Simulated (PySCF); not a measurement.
C4H2Cl3F, SMILES C=C=C(Cl)C(F)(Cl)Cl.

Coordinates come from a B3LYP-D3(BJ)/def2-SVP optimisation. The structure was generated by enumeration, and PubChem lists no compound with its InChIKey, so it may never have been made. The values are those of a single conformer.

Method: TDDFT-PBE/def2-SVPD (PySCF 2.14.0).

Vertical excitations. The molecule is in vacuum. State labels are in the subgroup Cs.

Task: Estimate the UV-visible absorptions. (The exact figures need the calculation; the answer reports its results.)

Result: 
```
state  symmetry  energy (eV)  λ (nm)      f                                                                main pairs
-----  --------  -----------  ------  -----  ------------------------------------------------------------------------
S1           A"         4.30     288  0.000                                                            HOMO→LUMO 99 %
S2           A"         5.14     241  0.002                                                          HOMO−2→LUMO 95 %
S3           A"         5.23     237  0.000                                                          HOMO→LUMO+2 93 %
S4           A'         5.25     236  0.023                                        HOMO→LUMO+1 53 %, HOMO−1→LUMO 33 %
S5           A"         5.33     233  0.001                                                          HOMO−3→LUMO 97 %
S6           A'         5.44     228  0.054   HOMO−4→LUMO 52 %, HOMO−1→LUMO 17 %, HOMO→LUMO+1 15 %, HOMO−2→LUMO+1 9 %
S7           A"         5.45     228  0.001                                                        HOMO−1→LUMO+1 95 %
S8           A'         5.60     221  0.004                                                        HOMO−2→LUMO+1 89 %
S9           A'         5.66     219  0.053  HOMO−3→LUMO+1 32 %, HOMO−4→LUMO 30 %, HOMO−5→LUMO 16 %, HOMO−1→LUMO 10 %
S10          A'         5.90     210  0.090  HOMO−1→LUMO+2 37 %, HOMO−3→LUMO+1 35 %, HOMO→LUMO+1 7 %, HOMO−1→LUMO 6 %
T1           A"         3.97     313      0                                                            HOMO→LUMO 99 %
T2           A'         3.98     312      0                                                          HOMO→LUMO+1 89 %
T3           A'         4.26     291      0                                                          HOMO−1→LUMO 80 %
T4           A"         5.00     248      0                                                          HOMO−2→LUMO 90 %
```
Triplets are in the Tamm–Dancoff approximation, which puts them higher than full response would, so one can lie above its singlet here.
